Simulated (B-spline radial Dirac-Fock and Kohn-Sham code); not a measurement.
Satellites and hypersatellites of the K lines of I⁻

System: iodine as I⁻ in the configuration 1s2 2s2 2p6 3s2 3p6 3d10 4s2 4p6 4d10 5s2 5p6, inside a Watson sphere of charge +1 and radius 1.87 Å (a model of the Madelung potential; inside it an electron's potential energy is lowered by 7.7 eV).

Input of the calculation (task.json; shells as n, l, electrons):

```json
{"items": [{
  "Z": 53,
  "q": -1,
  "cfg": [[1, 0, 2], [2, 0, 2], [2, 1, 6], [3, 0, 2], [3, 1, 6], [3, 2, 10], [4, 0, 2], [4, 1, 6], [4, 2, 10], [5, 0, 2], [5, 1, 6]],
  "A": 127,
  "rrms": 4.75,
  "watson": [1, 1.87],
  "do": ["binding", "quiet", "double"]
}]}
```

Run with: `python xray_run.py task.json out`

Calculated with an atomic code on a B-spline grid, using multi-electron Dirac-Fock with separately optimised hole states, Breit and Lamb-shift corrections added in first order. Each two-hole energy is an average over J within one jj subconfiguration, not an observable level; in light atoms, where LS coupling holds, the j-resolved values are not observed lines, and for a K spectator the Kα1 hypersatellite is nearly forbidden. Correlation energy is missing from these numbers.

Lines without a spectator: Kα2 (K-L2) 28315.0 eV, Kα1 (K-L3) 28609.9 eV, Kβ3 (K-M2) 32233.6 eV, Kβ1 (K-M3) 32290.3 eV. Shifts in eV with one spectator hole (a dash: not computed, or left out as unreliable):

```tsv
spectator hole	Kα2	Kα1	Kβ3	Kβ1
K (1s)	+620.1	+642.6	+792.8	+797.6
L2 (2p1/2)	+69.6	+88.5	–	+184.9
L3 (2p3/2)	+66.0	+66.8	+160.7	–
M2 (3p1/2)	–	+10.53	+23.33	+28.27
M3 (3p3/2)	+7.41	–	+23.42	+22.93
M4 (3d3/2)	+1.37	-1.50	–	–
M5 (3d5/2)	-2.08	+0.08	–	–
```

With n spectator holes in 2p, averaged over the 2p shell (energies in eV):

```tsv
n	KαLⁿ	step	hypersatellite KαʰLⁿ
0	28511.5	–	29146.6
1	28584.1	+72.6	29220.7
2	28658.0	+73.9	29296.1
3	28733.2	+75.2	29372.8
4	28809.6	+76.5	29450.8
5	28887.4	+77.8	29530.1
```
